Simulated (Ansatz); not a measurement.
Species: C5H11O, charge 0, multiplicity 2. It need not be the lowest isomer of its formula. 
Geometry from a B3LYP-D3(BJ)/def2-TZVP (Ansatz, a first-principles code) optimisation:
```xyz
17

C      3.2117     0.1792     0.0780
C      1.8976    -0.3995     0.4527
C      0.7050     0.2918    -0.2119
C     -0.6398    -0.2913     0.2128
C     -1.8190     0.3961    -0.4596
O     -3.0798    -0.1023    -0.0246
H      4.1274    -0.3772     0.2223
H      3.2923     1.2139    -0.2288
H      1.7627    -0.3499     1.5464
H      1.8806    -1.4708     0.2190
H      0.8125     0.2224    -1.2989
H      0.7321     1.3593     0.0314
H     -0.7598    -0.2113     1.2972
H     -0.6648    -1.3614    -0.0275
H     -1.7265     0.3179    -1.5510
H     -1.8263     1.4589    -0.2104
H     -3.1252    -1.0414    -0.2343
```
Charge 0, spin multiplicity 2.

Dipole moments at this geometry, in debye (magnitudes).

| level | program | dipole (D) |
|---|---|---|
| BLYP/def2-TZVPD | Ansatz | 1.50 |
| r2SCAN/def2-TZVPD | Ansatz | 1.54 |
| B97M-V/def2-TZVPD | Ansatz | 1.50 |
| B3LYP/def2-TZVPD | Ansatz | 1.57 |
| PBE0/def2-TZVPD | Ansatz | ___ |
| BHLYP/def2-TZVPD | Ansatz | 1.67 |
| r2SCANh/def2-TZVPD | Ansatz | 1.56 |
| LC-wPBE/def2-TZVPD | Ansatz | 1.65 |
| wB97M-V/def2-TZVPD | Ansatz | 1.58 |
| CCSD(T)/aug-cc-pVDZ | Ansatz | ___ |

**Question.** Complete the blanks.

**Answer.** 
- PBE0/def2-TZVPD, dipole (D): 1.56
- CCSD(T)/aug-cc-pVDZ, dipole (D): 1.57
